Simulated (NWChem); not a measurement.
InNH$_{3}$OBr; SMILES [NH2][In]([OH])[Br]

```xyz
7

In     0.0011    -0.6840    -0.0159
Br    -0.0137     1.8031     0.0077
O      1.7753    -1.5801     0.0392
H      2.4975    -0.9409     0.0519
N     -1.7213    -1.7276     0.0993
H     -1.6855    -2.6674    -0.2886
H     -2.5424    -1.2488    -0.2622
```
Atoms are numbered in this order, from 1.

All runs use the structure optimised with PBE0/def2-SVP. B3LYP is NWChem's, with the RPA form of VWN correlation. def2 effective core potentials on In; no spin-orbit coupling.

Q: List the 4 lowest vertical singlet excitations from B3LYP/def2-SVP with def2 effective core potentials on In, TDA (NWChem).

A: 
| state | energy (eV) | oscillator strength | leading excitation (squared amplitude) |
|---|---|---|---|
| S1 | 4.36 | 0.026 | HOMO → LUMO (0.89) |
| S2 | 4.80 | 0.001 | HOMO−2 → LUMO (0.95) |
| S3 | 4.88 | 0.018 | HOMO−1 → LUMO (0.94) |
| S4 | 5.38 | 0.042 | HOMO−3 → LUMO (0.82) |
